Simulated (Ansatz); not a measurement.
Basis-set series for C2H8GeSe, SMILES `[CH3][GeH2][Se]C`. Charge 0, multiplicity 1. All single points use the PBE0-D4/def2-TZVP geometry. It is one conformer, not always the lowest.

```
atom   x (Å)   y (Å)   z (Å)
  C1   1.230  -0.883   1.062
 Ge2   1.184   0.409  -0.401
 Se3  -0.693   1.816  -0.239
  C4  -2.045   0.435  -0.542
  H5   0.343  -1.517   1.036
  H6   2.114  -1.517   0.974
  H7   1.259  -0.358   2.018
  H8   1.129  -0.327  -1.756
  H9   2.405   1.344  -0.360
 H10  -3.007   0.945  -0.558
 H11  -1.880  -0.053  -1.501
 H12  -2.039  -0.295   0.265
```

```csv
functional,basis,functions,energy (Eh),HOMO (eV),LUMO (eV)
PBE0-D4,def2-SVP,132,-4558.35466,-6.22,0.44
PBE0-D4,def2-QZVPP,532,-4559.10211,-6.35,-0.03
ωB97M-V,def2-SVP,132,-4558.67580,-8.37,2.37
ωB97M-V,def2-QZVPP,532,-4559.42601,-8.51,1.49
```

Task: Give the rows for def2-TZVPP. (An estimate is asked.)

Result: Ansatz gave: 
| functional | basis | functions | energy (Eh) | HOMO (eV) | LUMO (eV) |
| --- | --- | --- | --- | --- | --- |
| PBE0-D4 | def2-TZVPP | 270 | -4559.00196 | -6.33 | 0.11 |
| ωB97M-V | def2-TZVPP | 270 | -4559.32836 | -8.50 | 1.88 |

Positive LUMOs are unbound and depend on the basis. Scalar relativity is left out up to krypton.
